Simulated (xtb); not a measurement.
xtb input for 1-fluoro-1-methoxycyclopropane (C4H7FO), SMILES COC1(F)CC1, GFN2-xTB. 

```
$ xtb mol.xyz --gfn 2 --sp --chrg 0 --uhf 0 --json
$ cat mol.xyz
13

C      1.91229702     0.69181058     0.01595862
O      1.06323945    -0.44865262     0.06148270
C     -0.25571343    -0.17254634    -0.11216207
F     -0.52382324     0.25101055    -1.40033265
C     -1.11619209     0.43531993     0.95086793
C     -1.29926866    -1.00792496     0.54066509
H      1.64256388     1.41057766     0.79571488
H      2.91947186     0.31937544     0.18472202
H      1.85561849     1.17805519    -0.96127718
H     -1.86418516     1.14899850     0.64365441
H     -0.66399314     0.63759330     1.90919616
H     -0.96088967    -1.77931519     1.21296349
H     -2.16682956    -1.26511397    -0.04581906
```

Program output:

```
[banner left out]
          |                Calculation Setup                |
           -------------------------------------------------



           -------------------------------------------------
          |                 G F N 2 - x T B                 |
           -------------------------------------------------

        Reference                      10.1021/acs.jctc.8b01176
      * Hamiltonian:
        H0-scaling (s, p, d)           1.850000    2.230000    2.230000
        zeta-weighting                 0.500000
      * Dispersion:
        s8                             2.700000
        a1                             0.520000
        a2                             5.000000
        s9                             5.000000
      * Repulsion:
        kExp                           1.500000    1.000000
        rExp                           1.000000
      * Coulomb:
        alpha                          2.000000
        third order                    shell-resolved
        anisotropic                    true
        a3                             3.000000
        a5                             4.000000
        cn-shift                       1.200000
        cn-exp                         4.000000
        max-rad                        5.000000


          ...................................................
          :                      SETUP                      :
          :.................................................:
          :  # basis functions                  31          :
          :  # atomic orbitals                  31          :
          :  # shells                           19          :
          :  # electrons                        36          :
          :  max. iterations                   250          :
          :  Hamiltonian                  GFN2-xTB          :
          :  restarted?                      false          :
          :  GBSA solvation                  false          :
          :  PC potential                    false          :
          :  electronic temp.          300.0000000     K    :
          :  accuracy                    1.0000000          :
          :  -> integral cutoff          0.2500000E+02      :
          :  -> integral neglect         0.1000000E-07      :
          :  -> SCF convergence          0.1000000E-05 Eh   :
          :  -> wf. convergence          0.1000000E-03 e    :
          :  Broyden damping             0.4000000          :
          :  net charge                          0          :
          :  unpaired electrons                  0          :
          ...................................................

 iter      E             dE          RMSdq      gap      omega  full diag
   1    -21.0633251 -0.210633E+02  0.389E+00    9.24       0.0  T
   2    -21.0995109 -0.361858E-01  0.219E+00    9.10       1.0  T
   3    -21.1003282 -0.817238E-03  0.974E-01    9.10       1.0  T
   4    -21.1020596 -0.173139E-02  0.211E-01    9.19       1.0  T
   5    -21.1022083 -0.148751E-03  0.649E-02    9.20       1.0  T
   6    -21.1022097 -0.139735E-05  0.135E-02    9.20       2.1  T
   7    -21.1022099 -0.236998E-06  0.536E-03    9.20       5.2  T
   8    -21.1022100 -0.359518E-07  0.139E-03    9.20      19.9  T
   9    -21.1022100 -0.464010E-08  0.712E-04    9.20      38.9  T
  10    -21.1022100 -0.580656E-09  0.171E-04    9.20     161.9  T

   *** convergence criteria satisfied after 10 iterations ***

         #    Occupation            Energy/Eh            Energy/eV
      -------------------------------------------------------------
         1        2.0000           -0.8107566             -22.0618
       ...           ...                  ...                  ...
        12        2.0000           -0.5079237             -13.8213
        13        2.0000           -0.4909349             -13.3590
        14        2.0000           -0.4751230             -12.9288
        15        2.0000           -0.4685837             -12.7508
        16        2.0000           -0.4535796             -12.3425
        17        2.0000           -0.4388461             -11.9416
        18        2.0000           -0.4140763             -11.2676 (HOMO)
        19                         -0.0760868              -2.0704 (LUMO)
        20                          0.0201100               0.5472
        21                          0.0227371               0.6187
        22                          0.0890654               2.4236
        23                          0.1207565               3.2860
       ...                                ...                  ...
        31                          0.3341945               9.0939
      -------------------------------------------------------------
                  HL-Gap            0.3379895 Eh            9.1972 eV
             Fermi-level           -0.2450816 Eh           -6.6690 eV

 SCC (total)                   0 d,  0 h,  0 min,  0.007 sec
 SCC setup                      ...        0 min,  0.000 sec (  1.654%)
 Dispersion                     ...        0 min,  0.000 sec (  1.013%)
 classical contributions        ...        0 min,  0.000 sec (  0.321%)
 integral evaluation            ...        0 min,  0.001 sec ( 15.490%)
 iterations                     ...        0 min,  0.003 sec ( 43.416%)
 molecular gradient             ...        0 min,  0.003 sec ( 36.422%)
 printout                       ...        0 min,  0.000 sec (  1.539%)

         :::::::::::::::::::::::::::::::::::::::::::::::::::::
         ::                     SUMMARY                     ::
         :::::::::::::::::::::::::::::::::::::::::::::::::::::
         :: total energy             -20.903992835504 Eh    ::
         :: gradient norm              0.000213376438 Eh/a0 ::
         :: HOMO-LUMO gap              9.197161474793 eV    ::
         ::.................................................::
         :: SCC energy               -21.102202379855 Eh    ::
         :: -> isotropic ES            0.033967862300 Eh    ::
         :: -> anisotropic ES          0.000501096167 Eh    ::
         :: -> anisotropic XC          0.000087201058 Eh    ::
         :: -> dispersion             -0.006354822353 Eh    ::
         :: repulsion energy           0.198209544351 Eh    ::
         :: add. restraining           0.000000000000 Eh    ::
         :: total charge              -0.000000000000 e     ::
         :::::::::::::::::::::::::::::::::::::::::::::::::::::

           -------------------------------------------------
          |                Property Printout                |
           -------------------------------------------------

    * Orbital Energies and Occupations

         #    Occupation            Energy/Eh            Energy/eV
      -------------------------------------------------------------
         1        2.0000           -0.8107566             -22.0618
       ...           ...                  ...                  ...
         6        2.0000           -0.5927537             -16.1296
         7        2.0000           -0.5750497             -15.6479
         8        2.0000           -0.5557646             -15.1231
         9        2.0000           -0.5522008             -15.0261
        10        2.0000           -0.5263755             -14.3234
        11        2.0000           -0.5172046             -14.0739
        12        2.0000           -0.5079237             -13.8213
        13        2.0000           -0.4909349             -13.3590
        14        2.0000           -0.4751230             -12.9288
        15        2.0000           -0.4685837             -12.7508
        16        2.0000           -0.4535796             -12.3425
        17        2.0000           -0.4388461             -11.9416
        18        2.0000           -0.4140763             -11.2676 (HOMO)
        19                         -0.0760868              -2.0704 (LUMO)
        20                          0.0201100               0.5472
        21                          0.0227371               0.6187
        22                          0.0890654               2.4236
        23                          0.1207565               3.2860
        24                          0.1397352               3.8024
        25                          0.1605015               4.3675
        26                          0.1929369               5.2501
        27                          0.2056400               5.5958
        28                          0.2637216               7.1762
        29                          0.2742549               7.4629
       ...                                ...                  ...
        31                          0.3341945               9.0939
      -------------------------------------------------------------
                  HL-Gap            0.3379895 Eh            9.1972 eV
             Fermi-level           -0.2450816 Eh           -6.6690 eV

     #   Z          covCN         q      C6AA      α(0)
     1   6 C        3.658     0.035    20.269     6.462
     2   8 O        1.702    -0.301    19.008     5.886
     3   6 C        3.627     0.310    16.316     5.819
     4   9 F        0.783    -0.268    11.958     4.085
     5   6 C        3.805    -0.094    22.285     6.720
     6   6 C        3.806    -0.086    22.136     6.698
     7   1 H        0.924     0.040     2.448     2.447
     8   1 H        0.925     0.068     2.109     2.271
     9   1 H        0.924     0.053     2.283     2.363
    10   1 H        0.926     0.061     2.188     2.313
    11   1 H        0.926     0.053     2.286     2.365
    12   1 H        0.926     0.063     2.160     2.298
    13   1 H        0.926     0.066     2.130     2.282

 Mol. C6AA /au·bohr⁶  :       1302.916270
 Mol. C8AA /au·bohr⁸  :      27658.565789
 Mol. α(0) /au        :         52.009161


Wiberg/Mayer (AO) data.
largest (>0.10) Wiberg bond orders for each atom

 ---------------------------------------------------------------------------
     #   Z sym  total        # sym  WBO       # sym  WBO       # sym  WBO
 ---------------------------------------------------------------------------
     1   6 C    3.937 --     8 H    0.981     9 H    0.981     7 H    0.980
                             2 O    0.963
     2   8 O    2.124 --     3 C    1.029     1 C    0.963
     3   6 C    3.851 --     2 O    1.029     6 C    0.959     5 C    0.946
                             4 F    0.893
     4   9 F    1.008 --     3 C    0.893
     5   6 C    3.934 --    11 H    0.978    10 H    0.978     6 C    0.961
                             3 C    0.946
     6   6 C    3.937 --    12 H    0.977    13 H    0.977     5 C    0.961
                             3 C    0.959
     7   1 H    0.998 --     1 C    0.980
     8   1 H    0.995 --     1 C    0.981
     9   1 H    0.997 --     1 C    0.981
    10   1 H    0.996 --     5 C    0.978
    11   1 H    0.997 --     5 C    0.978
    12   1 H    0.996 --     6 C    0.977
    13   1 H    0.995 --     6 C    0.977
 ---------------------------------------------------------------------------

Topologies differ in total number of bonds
Writing topology from bond orders to xtbtopo.mol

molecular dipole:
                 x           y           z       tot (Debye)
 q only:        0.065       0.250       0.743
   full:        0.037       0.344       0.796       2.205
molecular quadrupole (traceless):
                xx          xy          yy          xz          yz          zz
 q only:        3.076       3.106       0.219      -1.386       0.439      -3.295
  q+dip:        2.706       2.528       0.239      -0.815       0.755      -2.945
   full:        2.860       3.012       0.397      -0.959       0.701      -3.257


           -------------------------------------------------
          | TOTAL ENERGY              -20.903992835504 Eh   |
          | GRADIENT NORM               0.000213376438 Eh/α |
Note: The following floating-point exceptions are signalling: IEEE_UNDERFLOW_FLAG IEEE_DENORMAL
normal termination of xtb
          | HOMO-LUMO GAP               9.197161474793 eV   |
           -------------------------------------------------

------------------------------------------------------------------------
------------------------------------------------------------------------
 total:
 SCF:
```

Self-consistency was reached.
